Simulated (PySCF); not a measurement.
PySCF 2.14 output of a UHF calculation on a single atom or ion in aug-cc-pVDZ-DK (7s6p4d2f, 59 functions), with scalar relativity by spin-free X2C-1e:

```
SCF conv_tol = 1e-09
number electrons alpha = 16  beta = 12
cycle= 1 E= -1518.9260323552  delta_E= -0.00661  |g|= 0.0273  |ddm|= 0.0394
cycle= 2 E= -1518.9261401609  delta_E= -0.000108  |g|= 0.00385  |ddm|= 0.00516
cycle= 3 E= -1518.92614276988  delta_E= -2.61e-06  |g|= 0.00119  |ddm|= 0.00273
cycle= 4 E= -1518.92614306899  delta_E= -2.99e-07  |g|= 0.000307  |ddm|= 0.00113
cycle= 5 E= -1518.9261431346  delta_E= -6.56e-08  |g|= 4.61e-05  |ddm|= 0.000455
cycle= 6 E= -1518.92614313574  delta_E= -1.15e-09  |g|= 7.83e-06  |ddm|= 9.24e-05
cycle= 7 E= -1518.92614313579  delta_E= -4.09e-11  |g|= 1.09e-06  |ddm|= 2.38e-05
converged SCF energy = -1518.92614313579  <S^2> = 6.0015877  2S+1 = 5.000635
```

The run itself started from symmetry-adapted Hartree-Fock orbitals and held the occupation by maximum overlap, so the iterations belong to that start.

Which element, charge and spin multiplicity is this?

Ni (nickel, neutral), multiplicity 5; the state was [Ar] 3d8 4s1 5s1, high-spin 5F determinant (an excited configuration).

The outer electron is Rydberg-like, and this basis confines it to a smaller radius and binds it less than a complete one would.
